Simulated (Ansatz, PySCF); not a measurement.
Dissociation curve of H₃FGe, SMILES [F][GeH3]. The Ge1–F5 bond (Ge1 also carries H, H, H; F5 carries nothing else) is pulled apart rigidly from the PBE0/def2-TZVP optimised geometry.

Computed with: RKS-PBE = restricted PBE/cc-pVDZ (Ansatz, an electronic-structure program); UKS-PBE = unrestricted PBE/cc-pVDZ (Ansatz); UKS-B3LYP = unrestricted B3LYP/cc-pVDZ (PySCF 2.14.0); UCCSD(T) = CCSD(T) on UHF/cc-pVDZ, 10 core orbitals frozen run with PySCF.

Energies relative to the lowest point of each curve near equilibrium, in kcal/mol; the last columns give the difference from UCCSD(T):

```
R / Å  RKS-PBE  UKS-PBE  UKS-B3LYP  UCCSD(T)  RKS-PBE − UCCSD(T)  UKS-PBE − UCCSD(T)  UKS-B3LYP − UCCSD(T)
-----  -------  -------  ---------  --------  ------------------  ------------------  --------------------
1.40      89.2     89.2       86.5      86.8                 2.4                 2.4                  -0.4
1.47      51.2     51.2       48.9      48.9                 2.2                 2.2                   0.0
1.57      19.1     19.1       17.5      17.4                 1.7                 1.7                   0.1
1.62      10.0     10.0        8.8       8.6                 1.4                 1.4                   0.2
1.69       2.7      2.7        2.0       1.9                 0.8                 0.8                   0.1
1.74       0.4      0.4        0.0       0.0                 0.4                 0.4                   0.0
1.80       0.0      0.0        0.0       0.2                -0.2                -0.2                  -0.2
1.84       0.9      0.9        1.1       1.4                -0.6                -0.6                  -0.3
1.90       3.4      3.4        4.1       4.6                -1.2                -1.2                  -0.5
2.03      12.3     12.3       13.8      14.9                -2.7                -2.7                  -1.1
2.16      23.5     23.5       25.7      27.6                -4.1                -4.1                  -1.8
2.34      39.7     39.7       43.0      45.8                -6.0                -6.0                  -2.7
2.60      61.3     61.3       66.0      71.3               -10.0               -10.0                  -5.3
2.85      78.5     78.5       83.5      90.3               -11.8               -11.8                  -6.8
3.13      93.7     92.7       95.9     104.6               -10.9               -11.8                  -8.7
3.50     108.3    103.7      105.7     111.9                -3.7                -8.3                  -6.3
3.82     116.9    109.1      110.7     113.7                 3.1                -4.6                  -3.0
4.23     124.2    113.2      114.5     114.5                 9.7                -1.3                   0.0
4.74     129.6    115.9      117.0     114.8                14.8                 1.2                   2.2
5.28     132.7    117.4      118.3     114.8                17.8                 2.5                   3.4
6.15     134.8    118.3      119.1     114.9                20.0                 3.4                   4.2
```

RKS-PBE is furthest from UCCSD(T) at 6.15 (20.0 kcal/mol, above); its mean absolute difference over the points is 6.0 kcal/mol.

UKS-PBE is furthest from UCCSD(T) at 3.13 (-11.8 kcal/mol, below); its mean absolute difference over the points is 3.7 kcal/mol.

UKS-B3LYP is furthest from UCCSD(T) at 3.13 (-8.7 kcal/mol, below); its mean absolute difference over the points is 2.3 kcal/mol.

The restricted form behind RKS-PBE keeps the bonding electrons paired and can't separate into open-shell fragments. The unrestricted determinant behind UKS-PBE is spin-contaminated at 3.13 to 6.15 Å (<S²> up to 0.8, against 0.00 for a pure singlet). The unrestricted determinant behind UKS-B3LYP is spin-contaminated at 2.85 to 6.15 Å (<S²> up to 0.9, against 0.00 for a pure singlet). At the longest distance UKS-B3LYP leaves fractional charges on the fragments, a sign of delocalisation error or of the restricted form. The unrestricted determinant behind UCCSD(T) is spin-contaminated at 2.60 to 6.15 Å (<S²> up to 1.0, against 0.00 for a pure singlet).
